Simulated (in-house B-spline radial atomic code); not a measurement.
RPA and G0W0 on TPSS: Kr VII (Kr6+)

Configuration [Ar] 3d10 4s2, mean-field start TPSS. Computed with an all-electron radial atomic-structure program (B-spline basis): all electrons, non-relativistic, point nucleus, each spin shell either full or empty, empty states to l = 9 with an (l + 1/2)⁻⁴ tail; G0W0 by contour deformation at full frequency.

Command:
```bash
python run_gw.py task.json out
```
Settings (radii: box in bohr, nucleus in fm):
```
Z                        36
electrons                30
configuration            [Ar] 3d10 4s2
hamiltonian              nr
method                   tpss,tpss
lmax                     9
spin_polarised           False
box_radius               9.29
intervals                50
ion_configuration        [Ar] 3d10 4s1
```

Time taken, with all properties: 5.4 s on 1 thread of Arm Neoverse N1, with other jobs on the host.

Energies (hartree):

```csv
term,value
mean-field total,-2743.91301
Hartree-Fock functional on these orbitals,-2742.44365
direct second order,-2.6051
second-order exchange,0.75952
SOSEX correction,0.69679
```

Problem. What is the RPA correlation energy, and what remains with SOSEX?

Solution. RPA gives -2.2827 hartree (-2.07 eV per electron); RPA + SOSEX gives -1.5859, and the second-order doubles -1.8456 hartree (no singles). RPA lacks exchange-type terms and so overcorrelates at short range.

Quasi-particle levels (eV):

```
level  occupied  mean field  Σx - vxc     Σc  QP weight     G0W0
   4s       yes     -100.56     -5.14      ?          ?        ?
   3d       yes     -175.07    -21.19   3.79      0.909  -192.47
   4p        no      -83.87      7.72  -1.86      0.960   -78.01
```

G0W0 = mean field + (Σx - vxc) + Σc, with Σc (partial-wave tail included) taken at the quasi-particle energy. Only the outer levels were computed. Levels of low weight are left out.

Problem. Where does G0W0 put 4s?

Solution. At -108.23 eV, with Σc = -2.53 eV and a quasi-particle weight of 0.964. The tabulated removal energy is 109.13 ± 0.05 eV (NIST, tabulated theory); the calculation leaves out relativity, Breit and QED terms, and what these don't explain is the method's own error.

Problem. What does it cost to remove one electron (to [Ar] 3d10 4s1) by differences of total energies, each species on its own start (correlation terms add to the Hartree-Fock functional)?

Solution. TPSS 107.59 eV, Hartree-Fock functional 105.30 eV, + RPA 108.08 eV, + RPA + SOSEX 107.43 eV, + second order 108.44 eV. Tabulated: 109.13 ± 0.05 eV (NIST, tabulated theory); the calculation leaves out relativity, Breit and QED terms, and what these don't explain is the method's own error.
